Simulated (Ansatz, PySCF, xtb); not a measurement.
Pair of molecules: CH2O2 (SMILES O=CO) (first 5 atoms) with H2Se (SMILES [SeH2]); geometry from B3LYP-D3(BJ)/def2-TZVP, rigid monomers moved along the line of their centres of mass till H5···Se6 is 2.28 Å.
(charge 0, multiplicity 1):
| atom | x (Å) | y (Å) | z (Å) |
|---|---|---|---|
| O | 1.0693 | -0.9998 | 0.8477 |
| C | 0.4678 | -0.5517 | -0.0912 |
| O | -0.6000 | 0.2466 | -0.0290 |
| H | 0.7274 | -0.7476 | -1.1402 |
| H | -0.8229 | 0.4149 | 0.9134 |
| Se | -0.9178 | 0.4683 | 3.1925 |
| H | 0.2178 | -0.4220 | 2.9016 |
| H | -1.8483 | -0.6700 | 3.2356 |

Interaction energies are E(AB) − E(A) − E(B) at the monomers' geometry in the complex; basis-set methods are counterpoise corrected. Rows marked so take none.

Rows in 6-31G* carry no dispersion term and start afresh at each structure (6-31G* with six Cartesian d functions); the Pople sets are all-electron and without relativity.

The values were computed with Ansatz (a program for electronic structure) with Gaussian orbitals; PySCF for 6-31G* rows; xtb for the GFN methods. Each number belongs to the level named beside it.

Task: What is the computed interaction energy (M06-2X/6-31G* (no counterpoise))?

Result: -5.2 kcal/mol

Task: What interaction energy does r2SCAN/def2-TZVPPD give?

Result: -4.5 kcal/mol

Task: What is the computed interaction energy (GFN1-xTB)?

Result: -8.7 kcal/mol
